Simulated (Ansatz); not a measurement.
`[CH3][GaH][SiH3]` and `[NH2][GaH][SiH3]` differ in one atom or group.

Ansatz, PBE0-D4/def2-TZVP geometries, multiplicity 1. Each molecule was computed in one conformer, which needn't be the lowest.

Scalar relativity is left out up to krypton.

| property | `[CH3][GaH][SiH3]` |
| --- | --- |
| HOMO–LUMO gap (B3LYP/def2-TZVPP) / eV | 5.10 |
| size of the dipole moment (B3LYP/def2-TZVPP) / D | 0.86 |
| LUMO energy (PBE/def2-TZVPP) / eV | -2.57 |
| HOMO–LUMO gap (PBE/def2-TZVPP) / eV | 3.70 |
| LUMO energy (PBE0/def2-TZVPP) / eV | -1.78 |
| LUMO energy (ωB97M-V/def2-TZVPP) / eV | -0.08 |

(1) Give the same properties after the change, and the shifts. (Best estimate.)

## Answers

(1) Ansatz gave: 
| property | `[NH2][GaH][SiH3]` | shift |
| --- | --- | --- |
| HOMO–LUMO gap (B3LYP/def2-TZVPP) / eV | 5.86 | 0.76 |
| size of the dipole moment (B3LYP/def2-TZVPP) / D | 1.16 | 0.30 |
| LUMO energy (PBE/def2-TZVPP) / eV | -1.91 | 0.66 |
| HOMO–LUMO gap (PBE/def2-TZVPP) / eV | 4.26 | 0.56 |
| LUMO energy (PBE0/def2-TZVPP) / eV | -1.16 | 0.62 |
| LUMO energy (ωB97M-V/def2-TZVPP) / eV | 0.57 | 0.65 |

With PBE0 the HOMO falls by 0.13 eV and the LUMO rises by 0.62 eV, so the gap widens by about 0.75 eV. PBE moves the HOMO by 0.09 eV and ωB97M-V by -0.30 eV. Dipoles are sizes alone; their direction can turn.

B3LYP here is the variant with VWN-RPA as its local correlation; programs differ in this.
